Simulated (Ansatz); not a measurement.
Harmonic vibrations of the cluster HfSe2 by finite differences.

```yaml
crystal:
  periodic: [false, false, false]
  atoms:
    - {symbol: Hf, position_ang: [-0.120712, 0.247078, 0.867823]}
    - {symbol: Se, position_ang: [1.767072, 0.771599, -0.451360]}
    - {symbol: Se, position_ang: [-1.646350, -1.018677, -0.416463]}
basis:
  gaussian: {orbitals: def2-TZVP}
hamiltonian: {xc: pbe, dispersion: d4}
scf: {omitted_lower_state_checks: [starts]}
phonons: {temperatures: {t_min: 298.15, t_max: 900, t_step: 200}}
```

```sh
$ ansatz run in.yaml --threads 4 --pin off --events-out ev --progress --plain --max-ram 3916MiB
```

Output, abridged:

```
Functional definition: PBE
mean field -131988.53294770 eV, -4850.4891207873 hartree, gradient 7.1e-5 eV, S^2 0.000000; 0 other end points of the search recorded, 0 dependent functions left out
mean field -131988.53289576 eV, -4850.4891188784 hartree, gradient 6.8e-7 eV, S^2 0.000000; 0 other end points of the search recorded, 0 dependent functions left out
mean field -131988.53291258 eV, -4850.4891194963 hartree, gradient 7.2e-7 eV, S^2 0.000000; 0 other end points of the search recorded, 0 dependent functions left out
mean field -131988.53296954 eV, -4850.4891215896 hartree, gradient 7.4e-7 eV, S^2 0.000000; 0 other end points of the search recorded, 0 dependent functions left out
mean field -131988.53284573 eV, -4850.4891170399 hartree, gradient 6.6e-7 eV, S^2 0.000000; 0 other end points of the search recorded, 0 dependent functions left out
mean field -131988.53294122 eV, -4850.4891205490 hartree, gradient 6.6e-7 eV, S^2 0.000000; 0 other end points of the search recorded, 0 dependent functions left out
mean field -131988.53293032 eV, -4850.4891201483 hartree, gradient 7.0e-7 eV, S^2 0.000000; 0 other end points of the search recorded, 0 dependent functions left out
Total energy: -131988.64645223 eV, -4850.4932920014 hartree
Atom 0 at    -0.120712     0.247078     0.867823 Å, force    -0.000877     0.001794     0.006302 eV/Å
Atom 1 at     1.767072     0.771599    -0.451360 Å, force     0.005177     0.001588    -0.003199 eV/Å
Atom 2 at    -1.646350    -1.018677    -0.416463 Å, force    -0.004300    -0.003382    -0.003102 eV/Å
Dipole moment:    -0.167134     0.342086     1.201524 e Å
Vibrations: 93.02 309.48 315.33 cm⁻¹, zero-point energy 0.044500 eV
Checks for a lower state left out: starts
```

Hardware: 4 threads of AMD EPYC 9R45 on a shared host. Wall time 3.3 s.

In the def2 sets Hf takes a core potential; there is no spin–orbit coupling. The relaxation made no stability test and no search for a lower SCF solution. The structure comes from a short search, and lower isomers may exist.
